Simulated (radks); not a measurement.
All-electron atom: V9+ in [Ne] 3s2 3p2.

Calculated with a radial shooting solver on a logarithmic mesh with Libxc functionals: Dirac Kohn-Sham, PBEsol, spin-unpolarised, spherical densities, point nucleus; open shells fill j = l - 1/2 first.

Energy parts (eV):
| part | energy |
|---|---|
| total | -24977.108 |
| kinetic | 25262.065 |
| electron-nucleus | -56564.943 |
| Hartree | 7362.097 |
| exchange-correlation | -1036.328 |

Orbitals (lengths in bohr, moments of r in powers of bohr; <r^-3> diverges for s and p1/2):
orbital  occ.  eigenvalue (eV)  <r^-3>  small-component weight
1s1/2       2        -5571.495       -                6.79e-03
2s1/2       2        -807.5916       -                1.21e-03
2p1/2       2        -714.5989       -                1.19e-03
2p3/2       4        -707.4053   308.6                1.18e-03
3s1/2       2        -242.5942       -                3.35e-04
3p1/2       2        -215.3014       -                3.13e-04
3p3/2       0        -214.0658   53.22                3.11e-04
3d3/2       0        -172.7493   6.330                2.55e-04
3d5/2       0        -172.5706   6.264                2.54e-04
4s1/2       0        -110.8874       -                1.40e-04
4p1/2       0        -101.0397       -                1.32e-04
4p3/2       0        -100.6438   17.03                1.32e-04

The highest occupied level is 3p1/2 at -215.30 eV. The density falls to 0.001 e/bohr^3 at r = 1.97 bohr. For comparison, the ionisation energy in NIST's Atomic Spectra Database is 230.5 eV (semi-empirical). In exact Kohn-Sham theory the highest level is minus the ionisation energy, but local and semilocal functionals leave it too shallow, through self-interaction and a potential that decays too fast; potentials with the right tail come closer. Summed over all electrons, <r^2> = 4.033 bohr^2, which gives a Langevin (diamagnetic) susceptibility term of -3.19 x 10^-6 cm^3/mol.

Beside tabulated values, note that spin-unpolarised runs miss the spin-polarisation part of the exchange energy of open shells.
